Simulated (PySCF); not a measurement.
**Working out the excitation energy of F**

F [He] 2s2 2p5 (2P) → F [He] 2s1 2p6 (2S). Computed with PySCF 2.14 in def2-TZVPPD (6s4p3d1f, 40 functions), with the non-relativistic Hamiltonian (point nucleus). Frozen: nothing. Energies in hartree (1 hartree = 27.21139 eV):

```tsv
part	F (lower)	F (upper)
UHF	-99.412118	-98.535240
MP2 opposite-spin	-0.167440	-0.229001
MP2 same-spin	-0.050524	-0.063672
```

Question: What does Hartree-Fock give?

Answer: (-98.535240) − (-99.412118) = 0.876878 hartree = 23.861 eV.

Question: What do MP2 and SCS-MP2 (6/5 opposite-spin, 1/3 same-spin) give?

Answer: The opposite-spin parts differ by -1.675 eV and the same-spin parts by -0.358 eV. MP2: 23.861 + (-1.675) + (-0.358) = 21.828 eV. SCS-MP2: 23.861 + 1.2 × (-1.675) + (-0.358)/3 = 21.732 eV.

The upper state lies above the first ionisation limit, where it may autoionise and the basis confines it.
